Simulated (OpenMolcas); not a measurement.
Co7+.

* Program: OpenMolcas 26.06
* Basis: ANO-RCC-VQZP [7s6p4d3f2g1h]
* Scalar Hamiltonian: DKH2, point nucleus
* Active space: 2 electrons in 10 orbitals (3d 4d)
* State averaging: 2S+1 = 3 even, 10 roots; 2S+1 = 1 even, 15 roots
* Spin-orbit coupling: RASSI with atomic mean-field integrals over the reference wave functions, term energies averaged over their components

Two sets of levels on these reference wave functions, in cm⁻¹ above 3d² ³F₂: one from CASSCF and one from SS-CASPT2, IPEA 0.25 Eh, imaginary shift 0.1 Eh (closed shells correlated: 3s 3p).

| Level | Set 1 | Set 2 |
| --- | --- | --- |
| 3d² ³F₂ | 0.0 | 0.0 |
| 3d² ³F₃ | 1431 | 1445 |
| 3d² ³F₄ | 3210 | 3220 |
| 3d² ¹D₂ | 23190 | 19740 |
| 3d² ³P₀ | 26570 | 23160 |
| 3d² ³P₁ | 27100 | 23690 |
| 3d² ³P₂ | 28330 | 24920 |
| 3d² ¹G₄ | 35360 | 33150 |
| 3d² ¹S₀ | 83960 | 76610 |

**Question.** Which set is which?

**Answer.** Set 2 is SS-CASPT2. Its levels of the other terms of 3d² lie at 0.85 to 0.94 of the other set's values, as expected, since terms of lower spin or lower L gain more correlation energy than the Hund ground term. Against 8 measured levels (Sugar and Corliss, J. Phys. Chem. Ref. Data 10, 1097 (1981)) the mean absolute deviation is 740 cm-1 with it and 3600 cm-1 without; single levels miss by up to 2400 cm-1 with it.

Term energies are means over components that CASPT2 splits; among the terms shown or strongly mixed into the levels shown the widest spread is 940 cm-1 (3d² ¹G, SS-CASPT2). Active for correlation alone: 4d; no level in the range computed is led by a configuration that fills it, so any true level of that kind is missing. Without dynamic correlation excited terms often stand tens of per cent too high (terms of higher spin than the ground term too low), and those without a measured partner can miss by more than the paired ones (holds for CASSCF). Computed and measured levels are paired by configuration, term and J; levels that our copy of the source lacks, or whose pairing is in doubt (as where it misses far off the trend of its configuration), stay unpaired and out of the deviations. Only configurations of the active space appear.
